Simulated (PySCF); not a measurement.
**Iron: a sound run and one with changed settings**

Sound run: Fe⁺ [Ar] 3d6 4s1, Fe²⁺ [Ar] 3d6. All numbers are calculated (PySCF 2.14, the spin-free X2C one-electron Hamiltonian (Gaussian nucleus), in aug-cc-pVDZ-DK (7s6p4d2f, 59 functions)). In the sound run the correlated levels freeze [Ar]. The sound run starts from symmetry-adapted Hartree-Fock orbitals and uses a fine grid where one is needed.

Changed run: initial guess sap, at most 50 SCF cycles.

```json
{"species": "Fe⁺", "method": "UHF", "sound run (hartree)": "-1271.10852", "changed run (hartree)": "-1271.10852", "converged": "yes"}
{"species": "Fe⁺", "method": "LDA", "sound run (hartree)": "-1269.76279", "changed run (hartree)": "-1269.76279", "converged": "yes"}
{"species": "Fe²⁺", "method": "UHF", "sound run (hartree)": "-1270.54505", "changed run (hartree)": "-1270.54505", "converged": "yes"}
{"species": "Fe²⁺", "method": "LDA", "sound run (hartree)": "-1269.13703", "changed run (hartree)": "-1269.13703", "converged": "yes"}
```

Here the plain start reaches the same solutions.
